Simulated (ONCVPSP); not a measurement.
# copper, ONCV: configuration errors across variants

```json
{
  "Element": "copper (Cu)",
  "Generator": "ONCVPSP 4.0.1",
  "Type": "optimised norm-conserving Vanderbilt (ONCV)",
  "Functional": "LDA (Perdew-Wang 92)",
  "Relativity": "scalar-relativistic",
  "Frozen core": "[Ne] 3s2",
  "Valence charge": "17",
  "Reference configuration": "3p6 3d9 4s2",
  "Partial waves": "4s: rc 2.30 bohr, ncon 4, nbas 7, qcut 3.3 1/bohr, 2 projectors, debl 2.5 Ha; 3p: rc 0.70 bohr, ncon 5, nbas 8, qcut 12.6 1/bohr, 2 projectors, debl 2.1 Ha; 3d: rc 0.70 bohr, ncon 4, nbas 8, qcut 20.5 1/bohr, local",
  "Local potential": "the d channel",
  "Core correction": "polynomial model core, fcfact 0.6"
}
```

In the p channel the program set the typed energies aside and used -2.836, 0.250 Ha.

All-electron excitation energies from the reference (eV): (1) 3p6 3d10 4s1 -2.012; (2) 3p6 3d10 4s0 6.417; (3) 3p6 3d9 4s0 28.106; (4) 3p6 3d8 4s0 67.475.

4 further variants failed, have other tests or another functional or relativity, and are left out.

A true bound ghost makes a file unfit for plane-wave use even where its test errors are small: the radial tests pick states by their node count and pass the ghost by.

Errors AE − PS in meV (a dash: test not solved or not reliable):

```tsv
change	(1)	(2)	(3)	(4)	bound ghosts	GHOST(+) flags above zero
base	-38	-92	-50	+4.1	s	s
core correction none	-36	-88	-45	+26	s	s
s: ncon 5, nbas 8	-52	-118	-47	+50	s	s
p: qcut 10.8	-38	-92	-50	+4.1	s	s
```

**Question.** Give the same row for: s: qcut 4.

**Answer.** -54, -124, -51, +51; bound ghosts: s; GHOST(+) flags above zero: s.
